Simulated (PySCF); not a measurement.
**Working out the ionisation energy of Co²⁺**

Co²⁺ [Ar] 3d7 (4F) → Co³⁺ [Ar] 3d6 (5D). All numbers are calculated (PySCF 2.14, the non-relativistic Hamiltonian (point nucleus), in aug-cc-pVDZ (7s6p4d2f, 59 functions)). Frozen: [Ar]. Energies in hartree (1 hartree = 27.21139 eV):

```tsv
part	Co²⁺ (lower)	Co³⁺ (upper)
UHF	-1380.605944	-1379.441234
MP2 opposite-spin	-0.084099	-0.036465
MP2 same-spin	-0.067191	-0.053238
```

Question: What does Hartree-Fock give?

Answer: (-1379.441234) − (-1380.605944) = 1.164710 hartree = 31.693 eV.

Question: What do MP2 and SCS-MP2 (6/5 opposite-spin, 1/3 same-spin) give?

Answer: The opposite-spin parts differ by 1.296 eV and the same-spin parts by 0.380 eV. MP2: 31.693 + (1.296) + (0.380) = 33.369 eV. SCS-MP2: 31.693 + 1.2 × (1.296) + (0.380)/3 = 33.375 eV.

Reference: 33.5 ± 0.06 eV (semi-empirical (NIST evaluation); NIST Atomic Spectra Database, ionization energies), between the lowest levels; spin-orbit coupling is absent from the calculation.

The calculation is non-relativistic.

A double-zeta basis recovers only part of the correlation energy.

What remains against the reference includes basis incompleteness, the frozen core and correlation beyond second order.
